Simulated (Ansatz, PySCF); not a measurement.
Noncovalent pair: C2H2 (SMILES C#C) (first 4 atoms) with H2S (SMILES S); geometry from B3LYP-D3(BJ)/def2-TZVP, rigid monomers moved along the line of their centres of mass till C2···H7 is 2.40 Å.
(charge 0, multiplicity 1):
```xyz
7

C      0.5186     0.2718    -0.1566
C     -0.5924    -0.1486    -0.0071
H      1.5048     0.6461    -0.2886
H     -1.5791    -0.5209     0.1266
S      0.1500     0.8078     3.5005
H      0.6402    -0.4264     3.6972
H      0.0509     0.6212     2.1729
```

Interaction energies are E(AB) − E(A) − E(B) at the monomers' geometry in the complex; basis-set methods are counterpoise corrected.

Frozen-core correlation. CBS(a, b) extrapolates the correlation energy as X⁻³ and adds the Hartree–Fock energy of set b.

Run with Ansatz (an electronic-structure program); PySCF for the dispersion terms. Values without a source in brackets are computed.

PBE/def2-TZVPPD gives -0.87 kcal/mol for the interaction energy.

Q: Where do these levels fall relative to PBE: PBE-D3(BJ)/def2-TZVPPD, r2SCAN/def2-TZVPPD, B3LYP/def2-TZVPPD, wB97M-V/def2-TZVPPD, MP2/CBS(aug-cc-pV(D+d)Z, aug-cc-pV(T+d)Z), CCSD(T)/CBS(aug-cc-pV(D+d)Z, aug-cc-pV(T+d)Z).

A: PBE-D3(BJ)/def2-TZVPPD -1.01; r2SCAN/def2-TZVPPD -0.18; B3LYP/def2-TZVPPD 1.13; wB97M-V/def2-TZVPPD -0.09; MP2/CBS(aug-cc-pV(D+d)Z, aug-cc-pV(T+d)Z) -0.71; CCSD(T)/CBS(aug-cc-pV(D+d)Z, aug-cc-pV(T+d)Z) -0.23 kcal/mol. 1 of 6 lie above PBE; the widest gap is to B3LYP/def2-TZVPPD.
